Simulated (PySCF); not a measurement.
Species: C4H6FNO.
SMILES with atom numbers: `[CH3:1]/[C:2]([F:3])=[CH:4]/[C:5]([NH2:6])=[O:7]` (hydrogens: H8, H9, H10 on C1; H11 on C4; H12, H13 on N6)

Structure used (GFN2-xTB), in Å, numbered top down from 1:
```
atom  x, y, z in Å
C1    -2.185   -0.251    0.403
C2    -0.721   -0.293    0.146
F3    -0.325   -1.518   -0.284
C4     0.147    0.702    0.296
C5     1.613    0.738    0.063
N6     2.206   -0.397   -0.373
O7     2.246    1.756    0.261
H8    -2.725   -0.499   -0.511
H9    -2.488    0.731    0.749
H10   -2.446   -0.998    1.153
H11   -0.238    1.649    0.641
H12    1.712   -1.252   -0.546
H13    3.200   -0.370   -0.529
```

Computed geometry: GFN2-xTB, gas phase.

Masses are those of the commonest isotopes; rigid-rotor values at the optimised geometry. The values belong to one conformer with, in the numbering `[CH3:1]/[C:2]([F:3])=[CH:4]/[C:5]([NH2:6])=[O:7]`, C2–C4–C5–N6 0°, C4–C5–N6–H 0° and 180°.

Problem. Give the principal moments of inertia and the rotational constants in MHz.

Solution. Ia = 89.45, Ib = 298.74, Ic = 385.07 u·Å²; 505379 MHz·u·Å²/I gives A = 5650, B = 1692, C = 1312 MHz.

Problem. What kind of rotor is it?

Solution. An asymmetric top: κ = (2 × 1692 − 5650 − 1312)/(5650 − 1312) ≈ -0.83.

Problem. Is it planar, by Δ = Ic − Ia − Ib?

Solution. Not planar: Δ = Ic − Ia − Ib = -3.12 u·Å². For a rigid frame Δ = −2 Σ m c², so Σ m c² = 1.56 u·Å² lies off the ab plane, practically all of it from hydrogen. The atom farthest from that plane is 0.88 Å away.

Problem. List the rotational levels J(Ka,Kc) to J = 5 (MHz).

Solution. Above 0(0,0):
J = 1: 1(0,1) 3004, 1(1,1) 6962, 1(1,0) 7341
J = 2: 2(0,2) 8986, 2(1,2) 12591, 2(1,1) 13729, 2(2,1) 25602, 2(2,0) 25628
J = 3: 3(0,3) 17896, 3(1,3) 21019, 3(1,2) 23293, 3(2,2) 34615, 3(2,1) 34744, 3(3,1) 55368, 3(3,0) 55369
J = 4: 4(0,4) 29660, 4(1,4) 32228, 4(1,3) 36013, 4(2,3) 46611, 4(2,2) 46993, 4(3,2) 67433, 4(3,1) 67441, 4(4,1) 96421, 4(4,0) 96422
J = 5: 5(0,5) 44194, 5(1,5) 46198, 5(1,4) 51856, 5(2,4) 61574, 5(2,3) 62442, 5(3,3) 82532, 5(3,2) 82563, 5(4,2) 111500, 5(4,1) 111500, 5(5,1) 148774, 5(5,0) 148774
Those of J = 1 are B + C, A + C and A + B.

Problem. Estimate the classical rotational partition function at 10 K, 25 K and 298.15 K.

Solution. Point group Cs, symmetry number σ = 1; q = (√π/σ)·√((kT/h)³/(ABC)), k/h = 20836.6 MHz/K: 1510 at 10 K, 5950 at 25 K, 245000 at 298.15 K.

No GFN2-xTB frequencies stand behind this structure, so it isn't proved a minimum. Zero-point vibration and centrifugal distortion are left out.
